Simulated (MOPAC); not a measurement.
MOPAC input (PM7):

```
PM7 PRECISE GNORM=0.05 LET XYZ GEO-OK AUX(PRECISION=9) THREADS=1
OSr

Sr   -0.00000000 1   -0.00000000 1   -0.33687817 1
O     0.00000000 1    0.00000000 1    1.60017132 1
```

Output:

```
 *******************************************************************************
 **                                                                           **
 **                              MOPAC v23.2.5                                **
 **                                                                           **
 *******************************************************************************
 ** MOPAC's Digital Object Identifier: https://doi.org/10.5281/zenodo.6511958 **
 **                                                                           **
 ** Please cite the open-source release paper for use of this MOPAC version:  **
 ** J. E. Moussa and J. J. P. Stewart (2026)                                  **
 ** MOPAC: An open-source semiempirical molecular orbital program             **
 ** J. Open Source Softw., 11(119), 8025, https://doi.org/10.21105/joss.08025 **
 *******************************************************************************

                              PM7 CALCULATION RESULTS

 *******************************************************************************
 *  PM7        - The PM7 Hamiltonian to be used
 *  GEO-OK     - OVERRIDE INTERATOMIC DISTANCE AND OTHER SAFETY CHECKS
 *  LET        - OVERRIDE SOME SAFETY CHECKS
 *  PRECISE    - TIGHTER CRITERIA TO BE USED
 *  XYZ        - CARTESIAN COORDINATE SYSTEM TO BE USED
 *  GNORM      - EXIT WHEN GRADIENT NORM DROPS BELOW 0.050
 *  AUX        - OUTPUT AUXILIARY INFORMATION
 *******************************************************************************
PM7 PRECISE GNORM=0.05 LET XYZ GEO-OK AUX(PRECISION=9) THREADS=1
 OSr

   ATOM   CHEMICAL          X               Y               Z
  NUMBER   SYMBOL      (ANGSTROMS)     (ANGSTROMS)     (ANGSTROMS)

     1      Sr         -0.00000000  *  -0.00000000  *  -0.33687817  *
     2       O          0.00000000  *   0.00000000  *   1.60017132  *

          CARTESIAN COORDINATES

    NO.       ATOM           X           Y           Z

     1        Sr         -0.0000     -0.0000     -0.3369
     2         O          0.0000      0.0000      1.6002

 General Reference for PM7:
 "Optimization of Parameters for Semiempirical Methods VI: More Modifications to the
 NDDO Approximations and Re-optimization of Parameters", J. J. P. Stewart, J. Mol. Mod., 1:32, 19 (2013)
 https://link.springer.com/article/10.1007/s00894-012-1667-x

           Empirical Formula: O Sr  =     2 atoms

      MOLECULAR POINT GROUP   :   C*v

      RHF CALCULATION, NO. OF DOUBLY OCCUPIED LEVELS = 4

          Geometry optimization using EF

          DIAGONAL MATRIX USED AS START HESSIAN

 CYCLE:     1  GRAD.:   104.845 HEAT:  6.492173
 CYCLE:     2  GRAD.:   176.343 HEAT:  7.514856
 CYCLE:     3  GRAD.:    40.781 HEAT: 0.8583176
 CYCLE:     4  GRAD.:    12.330 HEAT: 0.2257863
 CYCLE:     5  GRAD.:     1.382 HEAT: 0.1690413
 CYCLE:     6  GRAD.:     0.056 HEAT: 0.1683585
 CYCLE:     7  GRAD.:     0.007 HEAT: 0.1683572

     GRADIENT =  0.00667 IS LESS THAN CUTOFF =  0.05000

 -------------------------------------------------------------------------------
 PM7 PRECISE GNORM=0.05 LET XYZ GEO-OK AUX(PRECISION=9) THREADS=1
 OSr

     GEOMETRY OPTIMISED USING EIGENVECTOR FOLLOWING (EF).
     SCF FIELD WAS ACHIEVED

                              PM7 CALCULATION
                                                       MOPAC v23.2.5 Linux

          FINAL HEAT OF FORMATION =          0.16836 KCAL/MOL =       0.70441 KJ/MOL

          COSMO AREA              =        150.41 SQUARE ANGSTROMS
          COSMO VOLUME            =        172.32 CUBIC ANGSTROMS

          GRADIENT NORM           =          0.00667          =       0.00472 PER ATOM
          IONIZATION POTENTIAL    =          6.298657 EV
          HOMO LUMO ENERGIES (EV) =         -6.299 -0.465
          NO. OF FILLED LEVELS    =          4
          MOLECULAR WEIGHT        =        103.6194         POINT GROUP:  C*v

          MOLECULAR DIMENSIONS (Angstroms)

            Atom       Atom       Distance
            O     2   Sr     1     1.78523
            O     2   Sr     1     0.00000
           Sr     1    O     2     0.00000

          SCF CALCULATIONS        =          8

   ATOM   CHEMICAL          X               Y               Z
  NUMBER   SYMBOL      (ANGSTROMS)     (ANGSTROMS)     (ANGSTROMS)

     1      Sr          0.00000000  *   0.00000000  *  -0.26096929  *
     2       O          0.00000000  *   0.00000000  *   1.52426244  *

                             CARTESIAN COORDINATES

   1   Sr        0.000000000     0.000000000    -0.260969293
   2    O        0.000000000     0.000000000     1.524262443

           Empirical Formula: O Sr  =     2 atoms

      MOLECULAR POINT GROUP   :   C*v

                  EIGENVALUES
 -18.00996  -7.50246  -6.29866  -6.29866  -0.46495   1.20999   1.20999   4.96280

              NET ATOMIC CHARGES AND DIPOLE CONTRIBUTIONS

  ATOM NO.   TYPE          CHARGE      No. of ELECS.   s-Pop       p-Pop
    1         Sr           1.208206        0.7918     0.59526     0.19653
    2          O          -1.208206        7.2082     1.95999     5.24821
 DIPOLE           X         Y         Z       TOTAL
 POINT-CHG.    -0.000    -0.000   -10.360    10.360
 HYBRID        -0.000    -0.000    -0.918     0.918
 SUM           -0.000    -0.000   -11.279    11.279

          ATOMIC ORBITAL ELECTRON POPULATIONS

     Atom    s        px        py        pz
    1 Sr   0.59526   0.07417   0.07417   0.04820
    2  O   1.95999   1.92583   1.92583   1.39654

 **********************
 *                    *
 * JOB ENDED NORMALLY *
 *                    *
 **********************

 == MOPAC DONE ==
```
